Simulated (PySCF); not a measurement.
## Correlation energy of Te(2+) (tellurium, charge +2)

[Kr] 4d10 5s1 5p2 5d1, one real determinant (an excited configuration). Calculation: PySCF 2.14, in aug-cc-pVTZ-DK3; scalar relativity by spin-free X2C-1e. Frozen: [Kr] 4d10; 4 electrons correlated.

```
  level  correlation energy (mhartree)
   CCSD                         -40.51
    (T)                          -4.16
CCSD(T)                         -44.67
```

Diagnostics: T1 = 0.075, D1 = 0.2096, largest double amplitude 0.451.

Q: Is a single reference adequate?

A: Not fully. The real determinant used has ⟨L²⟩ near 8 against 12 for a pure F term, so it mixes terms. The outer electron is Rydberg-like, and this basis confines it to a smaller radius and binds it less than a complete one would. T1 exceeds 0.03, a sign that the reference determinant is poor. A double-excitation amplitude exceeds 0.15, a sign of near-degeneracy.

The reference is one real determinant that mixes LS terms of this configuration.
